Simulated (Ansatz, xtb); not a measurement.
# Relative energy of two isomers of AlHOS2

We compare a, `[OH][Al]1[S][S]1`, a singlet, with b, `[O]1[AlH][S]S1`, a singlet. Both are isolated molecules in the gas phase, relaxed with PBE0-D3(BJ)/pcseg-1; the shapes shown needn't be the lowest conformers.

a (Å):

```xyz
5

Al    0.3827   -0.1396    0.0544
O    -0.7391   -0.4278    1.2738
S     1.2449    1.3191   -1.2406
S     1.9016   -0.8329   -1.2832
H    -0.9748   -1.2304    1.7441
```

b (Å):

```tsv
atom	x (Å)	y (Å)	z (Å)
Al	-1.2046	2.0012	-0.5515
O	-1.9752	0.7480	0.3957
S	-0.6556	-0.3053	0.6043
S	0.6911	0.9189	-0.4979
H	-1.7775	3.3324	-1.1422
```

Problem. Estimate E(b) − E(a) at the level CCSD(T)/def2-TZVP.

Solution. Calculated at CCSD(T)/def2-TZVP: E(b) − E(a) = +35.5 kcal/mol, so structure a lies lower.

Level by level:

| level | geometry | E(b) − E(a) (kcal/mol) | departure from the last row (kcal/mol) | job, with rough time for the two |
| --- | --- | --- | --- | --- |
| GFN2-xTB | GFN2-xTB | +26.5 | −8.9 | optimisation, 1 s |
| HF/STO-3G | GFN2-xTB | −22.1 | −57.6 | single point, 1 s |
| r2SCAN-D4/def2-SVP | GFN2-xTB | +39.6 | +4.1 | single point, 6.6 s |
| PBE0-D3(BJ)/pcseg-1 | PBE0-D3(BJ)/pcseg-1 | +36.9 | +1.4 | optimisation, 95 s |
| HF/def2-TZVP | PBE0-D3(BJ)/pcseg-1 | +38.0 | +2.6 | part of the CCSD(T) run |
| MP2/def2-TZVP | PBE0-D3(BJ)/pcseg-1 | +37.5 | +2.1 | part of the CCSD(T) run |
| CCSD(T)/def2-TZVP | PBE0-D3(BJ)/pcseg-1 | +35.5 |  | single point, 1.9 min |

As drawn, b has 1 O–S, 1 Al–H in place of 1 Al–S, 1 O–H. Structure a has a 3-membered ring, b a 4-membered ring.

HF/STO-3G puts the two in the other order. The largest departure from CCSD(T)/def2-TZVP is that of HF/STO-3G, 57.6 kcal/mol.

With harmonic frequencies from PBE0-D3(BJ)/pcseg-1 (ideal gas, rigid rotor, one conformer each, 298.15 K, 1 atm): the zero-point term adds −1.9 kcal/mol; ΔH is +33.2 and ΔG +34.3 kcal/mol.

The correlated steps freeze 16 core orbitals. Codes used: Ansatz 0.2.0, xtb 6.7.1; the last row on 1 thread of Intel(R) Xeon(R) Processor @ 2.50GHz (Skylake/Cascade Lake) on a shared host.
